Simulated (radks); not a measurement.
Task: All-electron atom: He II in 2p1 (not the ground configuration). Calculated with a radial shooting solver on a logarithmic mesh with Libxc functionals: Dirac Kohn-Sham, RPBE, spin-unpolarised, spherical densities, point nucleus; open shells fill j = l - 1/2 first. Some entries of the table are withheld. Estimate them.

orbital  occ.  eigenvalue (Ry)  <r> (bohr)
1s1/2       0              (1)      0.7788
2p1/2       1              (2)         (3)
2p3/2       0              (4)         (5)

Result: 
(1) 1s1/2 eigenvalue (Ry): -3.48961
(2) 2p1/2 eigenvalue (Ry): -0.70300
(3) 2p1/2 <r> (bohr): 2.573
(4) 2p3/2 eigenvalue (Ry): -0.70296
(5) 2p3/2 <r> (bohr): 2.573
